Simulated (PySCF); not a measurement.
Species: CH₅AlF₃NS.
Bonds: N1–Al2, Al2–S3, S3–C4, C4–F5, C4–F6, C4–F7. Hydrogens: H8, H9, H10 on N1; H11, H12 on Al2.

Torsions of this conformer, `[NH3+:1][AlH2-:2][S:3][C:4]([F:5])([F:6])[F:7]`: N1–Al2–S3–C4 -177°, Al2–S3–C4–F5 114°.

The closed-shell ground state was solved at several levels (PySCF, density fitting, gas phase, non-relativistic). Geometry: GFN2-xTB, one conformer, isolated molecule.

```json
{"level": "PBE0/pcSseg-1", "basis functions": "158", "HOMO (eV)": "-7.06", "LUMO (eV)": "-0.26", "gap (eV)": "6.80", "dipole (D)": "6.66"}
{"level": "PBE0/def2-SVPD", "basis functions": "200", "HOMO (eV)": "-7.10", "LUMO (eV)": "-0.75", "gap (eV)": "6.35", "dipole (D)": "6.42"}
```

(1) What might CAM-B3LYP/def2-SVPD (200 basis functions) give for the same quantities?

(2) Over all these levels, which gives the widest orbital gap and which the narrowest?

(3) How far do the dipole and the HOMO energy spread over the levels?

Answers

(1) HOMO -8.43 eV, LUMO -0.11 eV, gap 8.32 eV, dipole 6.56 D.

(2) CAM-B3LYP/def2-SVPD (range-separated hybrid) has the widest, 8.32 eV, and PBE0/def2-SVPD (global hybrid, 25 % exact exchange) the narrowest, 6.35 eV. The two share the basis. From the narrowest to the widest the HOMO moves by -1.33 eV and the LUMO by +0.64 eV.

(3) The dipole runs from 6.42 to 6.66 D (mean 6.55 D) and the HOMO from -8.43 to -7.06 eV.
